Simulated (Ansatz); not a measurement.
```yaml
crystal:
  periodic: [false, false, false]
  atoms:
    - {symbol: N, position_ang: [1.713237, -0.829582, 1.047548]}
    - {symbol: C, position_ang: [0.859320, -0.328059, 0.432834]}
    - {symbol: B, position_ang: [-0.418246, 0.011388, -0.159128]}
    - {symbol: F, position_ang: [-1.446250, -0.764772, -0.571026]}
    - {symbol: Cl, position_ang: [-0.444962, 1.844796, -0.842764]}
basis:
  gaussian: {orbitals: cc-pVTZ}
hamiltonian: {xc: {name: SPW92}, pseudopotentials: {relativity: none}}
accuracy: high
relax: {f_tol: 0.001, max_steps: 3}
output: {forces: true}
```

```sh
$ ansatz run in.yaml --threads 2 --pin off --events-out ev --progress --plain --max-ram 32768MiB --backend cpu
```

Shortened log:

```
Functional definition: SPW92
2679 factors; integrals over basis functions are off by at most 2.2e-9 eV
mean field evaluation 1: about -18355.5446 eV, gradient 4.9e1 eV
mean field evaluation 2: about -18339.4386 eV, gradient 9.2e1 eV
mean field evaluation 4: about -18360.1984 eV, gradient 9.6e0 eV
mean field evaluation 8: about -18360.3965 eV, gradient 1.8e-1 eV
mean field evaluation 16: about -18360.3951 eV, gradient 5.2e-5 eV
mean field -18360.39505039 eV, -674.7320729792 hartree, gradient 1.6e-8 eV, S^2 0.000000; 0 other end points of the search recorded, 0 dependent functions left out
reference -18360.39505314 eV, -674.7320730802 hartree; 22, 22 occupied and 132, 132 virtual orbitals, 2679 factors
relax step   1: F+E_penalty+E_count = -18360.39505039 eV  Δ(F+E_penalty+E_count) = +0.000e0 eV  max|allowed force component| = 3.694e0 eV/Å  Δτ_max = 0.0000 Å  (33 SCF iters, accepted)
2679 factors; integrals over basis functions are off by at most 2.4e-9 eV
mean field -18360.81166997 eV, -674.7473834663 hartree, gradient 1.2e-8 eV, S^2 0.000000; 0 other end points of the search recorded, 0 dependent functions left out
reference -18360.81167269 eV, -674.7473835662 hartree; 22, 22 occupied and 132, 132 virtual orbitals, 2679 factors
relax step   2: F+E_penalty+E_count = -18360.81166997 eV  Δ(F+E_penalty+E_count) = -4.166e-1 eV  max|allowed force component| = 2.637e0 eV/Å  Δτ_max = 0.1999 Å  (45 SCF iters, accepted)
2682 factors; integrals over basis functions are off by at most 2.8e-9 eV
mean field -18360.89242392 eV, -674.7503511191 hartree, gradient 1.3e-8 eV, S^2 0.000000; 0 other end points of the search recorded, 0 dependent functions left out
reference -18360.89242667 eV, -674.7503512201 hartree; 22, 22 occupied and 132, 132 virtual orbitals, 2682 factors
relax step   3: F+E_penalty+E_count = -18360.89242392 eV  Δ(F+E_penalty+E_count) = -8.075e-2 eV  max|allowed force component| = 5.239e0 eV/Å  Δτ_max = 0.0804 Å  (45 SCF iters, accepted)
Error: geometry relaxation did not converge after 3 steps: max|allowed force component| = 5.24e0 eV/Å (threshold 1.0e-3). Raise `relax.max_steps` over both its present limit and 3, loosen `relax.f_tol`, or start from a geometry closer to equilibrium. Where this run's directory can be resumed (`checkpoint.write`), a resume goes on for up to `relax.max_steps` more
```

What is wrong with this run?

The relaxation is allowed too few steps for its threshold. No converged result was reached.
